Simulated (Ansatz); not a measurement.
System (SMILES): [Cl][Ge] (Cl-Ge), doublet.
Atoms: Ge1, Cl2. Bonds: Ge1-Cl2.

Basis-set convergence of the optimised Ge1-Cl2 bond length at PBE with Ansatz (a first-principles code). Cartesian d functions, on some or all atoms, in 3-21G, 6-31G**, 6-311G**; all else is spherical. The program fits the integrals of some runs and decomposes those of others, by size. Open shells are unrestricted. No added dispersion term, no relativity. Reference: the value in pcseg-4, 2.1929 Å, itself unsure by roughly 0.0004 Å (its mean distance from aug-pcseg-3, aug-cc-pV(Q+d)Z, cc-pV(5+d)Z). Deviations are taken from unrounded values.

```json
[
 {"basis": "3-21G", "functions": "36", "optimised Ge1-Cl2 bond length (Å)": "2.2790", "minus reference (Å)": "0.0861"},
 {"basis": "pcseg-1", "functions": "45", "optimised Ge1-Cl2 bond length (Å)": "2.2222", "minus reference (Å)": "0.0294"},
 {"basis": "cc-pV(D+d)Z", "functions": "50", "optimised Ge1-Cl2 bond length (Å)": "2.2101", "minus reference (Å)": "0.0172"},
 {"basis": "6-31G**", "functions": "54", "optimised Ge1-Cl2 bond length (Å)": "2.2157", "minus reference (Å)": "0.0229"},
 {"basis": "6-311G**", "functions": "71", "optimised Ge1-Cl2 bond length (Å)": "2.2111", "minus reference (Å)": "0.0182"},
 {"basis": "cc-pV(T+d)Z", "functions": "82", "optimised Ge1-Cl2 bond length (Å)": "2.1951", "minus reference (Å)": "0.0023"},
 {"basis": "def2-TZVP", "functions": "85", "optimised Ge1-Cl2 bond length (Å)": "2.1933", "minus reference (Å)": "0.0005"},
 {"basis": "def2-TZVPP", "functions": "90", "optimised Ge1-Cl2 bond length (Å)": "2.1933", "minus reference (Å)": "0.0005"},
 {"basis": "aug-cc-pV(T+d)Z", "functions": "114", "optimised Ge1-Cl2 bond length (Å)": "2.1961", "minus reference (Å)": "0.0032"}
]
```

The smallest set listed that lies within 0.005 Å of the reference with all its larger relatives (same family, alike in diffuse functions; a set with none counts only in the reference's own line) is cc-pV(T+d)Z (82 functions, 0.0023 Å off). (Relatives not listed, tested too: cc-pV(Q+d)Z 0.0006, def2-QZVP -0.0001, def2-QZVPP -0.0007, aug-cc-pV(Q+d)Z 0.0003, cc-pV(5+d)Z -0.0005 Å.)
